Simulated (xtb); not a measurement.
PbS (SMILES [S]=[Pb]), singlet, from a rough starting geometry (GFN-xTB shapes and energies of metal compounds can be far from the true ones); GFN2-xTB (xtb).

The xtb input:
```
$ xtb mol.xyz --gfn 2 --opt vtight --json

# file mol.xyz
2

Pb     0.07995635    -0.02279738    -1.11670781
S     -0.02743536     0.05469954     1.18992553
```

Output, abridged:

```
   ID    Z sym.   atoms
    1   82 Pb     1
    2   16 S      2

           -------------------------------------------------
          |                Calculation Setup                |
           -------------------------------------------------

           -------------------------------------------------
          |                 G F N 2 - x T B                 |
           -------------------------------------------------

          ...................................................
          :                      SETUP                      :
          :.................................................:
          :  # basis functions                  14          :
          :  # atomic orbitals                  13          :
          :  # shells                            5          :
          :  # electrons                        10          :
          :  max. iterations                   250          :
          :  Hamiltonian                  GFN2-xTB          :
          :  restarted?                      false          :
          :  GBSA solvation                  false          :
          :  PC potential                    false          :
          :  electronic temp.          300.0000000     K    :
          :  accuracy                    1.0000000          :
          :  -> integral cutoff          0.2500000E+02      :
          :  -> integral neglect         0.1000000E-07      :
          :  -> SCF convergence          0.1000000E-05 Eh   :
          :  -> wf. convergence          0.1000000E-03 e    :
          :  Broyden damping             0.4000000          :
          :  net charge                          0          :
          :  unpaired electrons                  0          :
          ...................................................

 iter      E             dE          RMSdq      gap      omega  full diag
   1     -5.5615254 -0.556153E+01  0.161E+01    3.23       0.0  T
   2     -5.5261306  0.353947E-01  0.885E+00    2.37       1.0  T
   3     -5.5478668 -0.217362E-01  0.104E+01    3.30       1.0  T
   4     -5.5902821 -0.424153E-01  0.376E+00    2.75       1.0  T
   5     -5.5925268 -0.224463E-02  0.216E+00    2.69       1.0  T
   6     -5.5932281 -0.701372E-03  0.681E-01    2.65       1.0  T
   7     -5.5934094 -0.181226E-03  0.162E-01    2.63       1.0  T
   8     -5.5934111 -0.173670E-05  0.102E-01    2.63       1.0  T
   9     -5.5934138 -0.269860E-05  0.153E-02    2.63       4.6  T
  10     -5.5934138 -0.481336E-07  0.272E-03    2.63      26.0  T
  11     -5.5934138 -0.261110E-08  0.156E-03    2.63      45.2  T
  12     -5.5934138 -0.748923E-09  0.795E-05    2.63     889.4  T
  13     -5.5934138 -0.553069E-11  0.167E-06    2.63   42430.7  T

   *** convergence criteria satisfied after 13 iterations ***

         :::::::::::::::::::::::::::::::::::::::::::::::::::::
         ::                     SUMMARY                     ::
         :::::::::::::::::::::::::::::::::::::::::::::::::::::
         :: total energy              -5.587060866592 Eh    ::
         :: gradient norm              0.002285166252 Eh/a0 ::
         :: HOMO-LUMO gap              2.626694050167 eV    ::
         ::.................................................::
         :: SCC energy                -5.593413837263 Eh    ::
         :: -> isotropic ES            0.029829000998 Eh    ::
         :: -> anisotropic ES          0.004639785501 Eh    ::
         :: -> anisotropic XC          0.001925760272 Eh    ::
         :: -> dispersion             -0.001049377282 Eh    ::
         :: repulsion energy           0.006352970671 Eh    ::
         :: add. restraining           0.000000000000 Eh    ::
         :: total charge               0.000000000000 e     ::
         :::::::::::::::::::::::::::::::::::::::::::::::::::::

      -----------------------------------------------------------
     |                   =====================                   |
     |                        A N C O P T                        |
     |                   =====================                   |
     |               Approximate Normal Coordinate               |
     |                Rational Function Optimizer                |
      -----------------------------------------------------------
      -----------------------------------------------------------
     |                   =====================                   |
     |                        A N C O P T                        |
     |                   =====================                   |
     |               Approximate Normal Coordinate               |
     |                Rational Function Optimizer                |
      -----------------------------------------------------------

          ...................................................
          :                      SETUP                      :
          :.................................................:
          :   optimization level         verytight          :
          :   max. optcycles                   200          :
          :   ANC micro-cycles                  20          :
          :   degrees of freedom                 1          :
          :.................................................:
          :   RF solver                   davidson          :
          :   write xtbopt.log                true          :
          :   linear (good luck)              true          :
          :   energy convergence         0.1000000E-06 Eh   :
          :   grad. convergence          0.2000000E-03 Eh/α :
          :   maxmium RF displ.          1.0000000          :
          :   Hlow (freq-cutoff)         0.1000000E-01      :
          :   Hmax (freq-cutoff)         5.0000000          :
          :   S6 in model hess.         20.0000000          :
          ...................................................

generating ANC from exact Hessian ...
Using Lindh-Hessian (1995)
 Shifting diagonal of input Hessian by    0.0000000000000000
[...]
 * total energy  :    -5.5870609 Eh     change       -0.7105427E-14 Eh
 * total energy  :    -5.5870023 Eh     change        0.5856350E-04 Eh
 * total energy  :    -5.5870673 Eh     change       -0.6502498E-04 Eh
 * total energy  :    -5.5870673 Eh     change       -0.5411747E-08 Eh
   *** GEOMETRY OPTIMIZATION CONVERGED AFTER 4 ITERATIONS ***
[...]
           -------------------------------------------------

          ...................................................
          :                      SETUP                      :
          :.................................................:
          :  # basis functions                  14          :
          :  # atomic orbitals                  13          :
          :  # shells                            5          :
          :  # electrons                        10          :
          :  max. iterations                   250          :
          :  Hamiltonian                  GFN2-xTB          :
          :  restarted?                      false          :
          :  GBSA solvation                  false          :
          :  PC potential                    false          :
          :  electronic temp.          300.0000000     K    :
          :  accuracy                    1.0000000          :
          :  -> integral cutoff          0.2500000E+02      :
          :  -> integral neglect         0.1000000E-07      :
          :  -> SCF convergence          0.1000000E-05 Eh   :
          :  -> wf. convergence          0.1000000E-03 e    :
          :  Broyden damping             0.4000000          :
          :  net charge                          0          :
          :  unpaired electrons                  0          :
          ...................................................

 iter      E             dE          RMSdq      gap      omega  full diag
   1     -5.5936283 -0.559363E+01  0.285E-06    2.64       0.0  T
   2     -5.5936283 -0.266454E-14  0.175E-06    2.64   40466.8  T
   3     -5.5936283  0.532907E-14  0.220E-06    2.64   32210.8  T

   *** convergence criteria satisfied after 3 iterations ***

         :::::::::::::::::::::::::::::::::::::::::::::::::::::
         ::                     SUMMARY                     ::
         :::::::::::::::::::::::::::::::::::::::::::::::::::::
         :: total energy              -5.587067333488 Eh    ::
         :: gradient norm              0.000033539772 Eh/a0 ::
         :: HOMO-LUMO gap              2.643968988187 eV    ::
         ::.................................................::
         :: SCC energy                -5.593628251149 Eh    ::
         :: -> isotropic ES            0.029738905250 Eh    ::
         :: -> anisotropic ES          0.004627110948 Eh    ::
         :: -> anisotropic XC          0.001903439076 Eh    ::
         :: -> dispersion             -0.001049380690 Eh    ::
         :: repulsion energy           0.006560917661 Eh    ::
         :: add. restraining           0.000000000000 Eh    ::
         :: total charge              -0.000000000000 e     ::
         :::::::::::::::::::::::::::::::::::::::::::::::::::::

           -------------------------------------------------
          |                Property Printout                |
           -------------------------------------------------

    * Orbital Energies and Occupations

         #    Occupation            Energy/Eh            Energy/eV
      -------------------------------------------------------------
         1        2.0000           -0.9084178             -24.7193
         2        2.0000           -0.6585204             -17.9193
         3        2.0000           -0.3705079             -10.0820
         4        2.0000           -0.3610968              -9.8259
         5        2.0000           -0.3610968              -9.8259 (HOMO)
         6                         -0.2639328              -7.1820 (LUMO)
         7                         -0.2639328              -7.1820
         8                         -0.0664339              -1.8078
         9                          0.0385302               1.0485
        10                          0.0385302               1.0485
        11                          0.0485784               1.3219
        12                          0.0485784               1.3219
        13                          0.1412204               3.8428
      -------------------------------------------------------------
                  HL-Gap            0.0971641 Eh            2.6440 eV
             Fermi-level           -0.3125148 Eh           -8.5040 eV

     #   Z          covCN         q      C6AA      α(0)
     1  82 Pb       0.941     0.487   528.787    50.872
     2  16 S        0.941    -0.487   160.802    21.448

 Mol. C6AA /au·bohr⁶  :       1259.493425
 Mol. C8AA /au·bohr⁸  :     141784.211121
 Mol. α(0) /au        :         72.320376

Wiberg/Mayer (AO) data.
largest (>0.10) Wiberg bond orders for each atom

 ---------------------------------------------------------------------------
     #   Z sym  total        # sym  WBO       # sym  WBO       # sym  WBO
 ---------------------------------------------------------------------------
     1  82 Pb   2.242 --     2 S    2.242
     2  16 S    2.242 --     1 Pb   2.242
 ---------------------------------------------------------------------------

Topologies differ in total number of bonds
Writing topology from bond orders to xtbtopo.mol

molecular dipole:
                 x           y           z       tot (Debye)
 q only:        0.099      -0.071      -2.120
   full:        0.136      -0.098      -2.914       7.419
molecular quadrupole (traceless):
                xx          xy          yy          xz          yz          zz
 q only:        0.159      -0.001       0.137      -0.148      -0.103      -0.296
  q+dip:       -0.010      -0.002      -0.040      -0.235      -0.119       0.050
   full:        0.701       0.001       0.674      -0.135      -0.191      -1.375

optimized geometry written to: xtbopt.xyz

           -------------------------------------------------
          | TOTAL ENERGY               -5.587067333488 Eh   |
          | GRADIENT NORM               0.000033539772 Eh/α |
          | HOMO-LUMO GAP               2.643968988187 eV   |
           -------------------------------------------------
```
